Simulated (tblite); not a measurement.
Species: C7H7O2 (doublet state).
Structure used (GFN2-xTB), in Å, numbered top down from 1:
```
atom  x, y, z in Å
C1    -2.290   -0.002   -0.193
C2    -1.412   -0.456    0.978
C3    -0.011   -0.012    0.767
C4     0.698    0.960    1.327
C5     2.056    1.093    0.828
O6     2.975    1.763    1.201
C7     2.126    0.116   -0.371
C8     0.852   -0.690   -0.269
O9     0.570   -1.683   -0.877
H10   -2.273    1.082   -0.278
H11   -1.934   -0.434   -1.125
H12   -3.315   -0.323   -0.033
H13   -1.430   -1.547    1.032
H14   -1.793   -0.043    1.912
H15    2.147    0.686   -1.303
H16    3.027   -0.500   -0.341
```

Method: GFN2-xTB as coded in tblite; computed harmonic values from a numerical Hessian at the method's own geometry, unscaled. Against measured fundamentals such values can be off by several per cent, at times by over 20. One conformer, not necessarily the lowest. Open shells enter through the occupations alone, without spin polarisation, and single modes of such species can be off by tens of per cent.

Harmonic wavenumbers (cm⁻¹): 37.4, 46.6, 109.0, 182.9, 195.0, 269.9, 368.0, 383.4, 500.9, 542.7, 562.1, 596.4, 648.4, 747.9, 823.5, 853.8, 876.2, 981.1, 1012.2, 1018.0, 1059.9, 1075.1, 1097.6, 1168.2, 1205.9, 1236.2, 1302.9, 1383.3, 1405.6, 1452.4, 1495.4, 1496.7, 1645.2, 1781.7, 1812.8, 2967.9, 2975.5, 2992.2, 3001.6, 3041.1, 3046.0, 3050.9.

A = 3097, B = 1209, C = 943.5 MHz; mass 123.045 u (most abundant isotopes); point group C1, symmetry number 1; spin multiplicity 2.

Q: What is the zero-point energy?

A: Half the sum of the wavenumbers: 26225 cm⁻¹ = 313.72 kJ/mol.

Q: Give the ideal-gas entropy at 400 K and 1 bar in the rigid-rotor, harmonic-oscillator model (classical rotation).

A: Translation 174.98, rotation 124.58, vibration 144.87, spin (R ln 2) 5.76: S = 450.2 J/(mol K).

Q: And Cp and H(400 K) − H(0)?

A: Cp = 176.17 J/(mol K), of which vibrations give 142.91 (their classical limit is 42 R = 349.2); H(400 K) − H(0) = 42.31 kJ/mol without the zero-point energy, 29.00 from vibrations.

Q: Blend soft modes into free rotors: weight 1/[1 + (100 cm⁻¹/ν̃)⁴] for the oscillator and the rest for a rotor with moment μB/(μ + B), μ = h/(8π²ν), B = 10⁻⁴⁴ kg m². What vibrational entropy results?

A: 129.21 J/(mol K) in place of 144.87, which changes −T·S at 400 K by +6.26 kJ/mol.

Q: How do the functions run with temperature in this model?

A: 
```
T (K)  S (J/(mol K))  Cp (J/(mol K))  H − H(0) (kJ/mol)  G − H(0) (kJ/mol)  ln q(vib)
  100          295.8            71.3               5.32             -24.26       2.00
  200          355.3           104.9              14.10             -56.96       4.30
  300          404.7           141.3              26.40             -95.00       6.52
  500          492.8           206.2              61.47            -184.95      10.87
  800          604.6           268.3             133.53            -350.14      17.14
 1000          667.4           294.6             189.97            -477.48      21.04
```

q(vib) and H(0) count from the zero-point level.

Hindered rotation and anharmonicity are outside this model. Other conformers, if any are populated, would add a mixing term that is left out. The structure is chiral; the term R ln 2 for an equal mix with its mirror image is left out.
